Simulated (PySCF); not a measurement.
Ga(Et)3, SMILES C[CH2][Ga]([CH2]C)[CH2]C, singlet, GFN2-xTB optimised geometry.

```
22

Ga    -0.36     0.01     0.00
C      1.72     0.01     0.00
C      2.29    -1.40     0.12
H      2.08     0.63     0.83
H      2.09     0.49    -0.92
H      1.98    -2.02    -0.73
H      1.94    -1.89     1.03
H      3.38    -1.39     0.14
C     -1.38     1.82     0.00
C     -2.85     1.66    -0.41
H     -0.88     2.53    -0.68
H     -1.33     2.28     1.00
H     -3.35     0.95     0.26
H     -2.92     1.27    -1.42
H     -3.38     2.61    -0.36
C     -1.43    -1.77     0.09
C     -1.91    -2.05     1.52
H     -0.81    -2.61    -0.26
H     -2.30    -1.72    -0.58
H     -2.53    -1.23     1.88
H     -1.07    -2.16     2.20
H     -2.50    -2.97     1.56
```

Density from PBE0/def2-SVP run with PySCF 2.14.0 at that geometry.

Minimum of the electron density along straight lines between bonded atoms, close to the bond critical point (lines longer than 1.1 times the sum of covalent radii, or with two minima, are not listed):

```tsv
bond	length / Å	ρ at the minimum / e bohr⁻³	∇²ρ there / e bohr⁻⁵	position (fraction from the first atom)
Ga1–C2	2.080	0.097	0.10	0.46
C2–C3	1.531	0.237	-0.52	0.50
C2–H4	1.098	0.267	-0.92	0.62
C2–H5	1.097	0.267	-0.92	0.62
C3–H6	1.091	0.274	-0.99	0.62
C3–H7	1.091	0.274	-0.99	0.62
C3–H8	1.091	0.274	-0.99	0.62
Ga1–C9	2.080	0.097	[?]	0.46
C9–C10	1.532	0.237	-0.52	0.50
C9–H11	1.098	0.267	-0.93	0.62
C9–H12	1.097	0.267	-0.92	0.62
C10–H13	1.091	0.274	-0.99	0.62
C10–H14	1.091	0.274	-0.99	0.62
C10–H15	1.091	0.274	-0.99	0.62
Ga1–C16	2.075	0.098	0.10	0.47
C16–C17	1.535	0.234	-0.51	0.50
C16–H18	1.097	0.269	-0.94	0.62
C16–H19	1.097	0.268	-0.93	0.62
C17–H20	1.092	0.274	-0.99	0.62
C17–H21	1.091	0.274	-0.99	0.62
C17–H22	1.091	0.274	-0.99	0.62
```

Problem. What belongs in the gaps?

Solution. 
- Ga1–C9, ∇²ρ there / e bohr⁻⁵: 0.11
